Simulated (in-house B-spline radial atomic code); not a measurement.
Results of a calculation; reference values are marked as such.
**Two electrons in InAs: a spherical dot of radius 57.2 nm with hard walls with an ionised donor at its centre**

For InAs the NSM archive of the Ioffe Institute lists m* = 0.023 m0 and ε = 15.15. Real donors also feel a central-cell potential, which shifts the ground state. In so narrow a gap the band flattens within tens of meV, so real spacings are smaller, by up to some tenths.

Effective-mass model with parabolic bands, a uniform dielectric constant, no image charges, no central-cell or spin-orbit terms. Two-electron levels come from full CI in B-splines with partial waves to l = 5 (up to 0.001 effective hartree above the limit).

What are the effective units, and what is the potential in them?

Ha* = 27211.386 meV × 0.023/15.15² = 2.727 meV and a* = 0.0529177 nm × 15.15/0.023 = 34.86 nm. The radius is R = 1.64 a*, with −1/r added.

In these units the lowest s and p orbitals lie at 0.2149 and 2.6029, and their Coulomb and exchange integrals are J_ss = 1.2306, J_sp = 1.0421 and K_sp = 0.2101. Full CI gives 1.5906 for the ground singlet, 3.6341 for the sp triplet, 4.0064 for the sp singlet and 6.5348 for the lowest triplet of two s orbitals.

What does it cost to add the second electron, to first order and exactly?

To first order E = 2ε_s + J_ss = 1.6604, so the charging energy E(2) − 2E(1) is J_ss = 3.355 meV. CI gives 1.5906 − 2 × (0.2149) = 1.1607, or 3.165 meV: relaxation and correlation lower it by 0.1904 meV, 5.7 % of J_ss. The s² configuration of one-electron orbitals holds 98.9 % of the state, and the mean radius is 26.4 nm.

How far above the singlet do the triplets lie?

To first order the sp triplet lies at ε_s + ε_p + J_sp − K_sp = 3.6497, which is 5.425 meV above 2ε_s + J_ss. CI gives 3.6341 − (1.5906) = 2.0436, or 5.572 meV, 86 % of the orbital spacing of 6.512 meV. The ss triplet lies 13.48 meV up, so the lower of the two is the sp one, and its gap equals k_BT at 64.7 K. The sp singlet-triplet splitting is 1.015 meV, against 2K_sp = 1.146 meV.
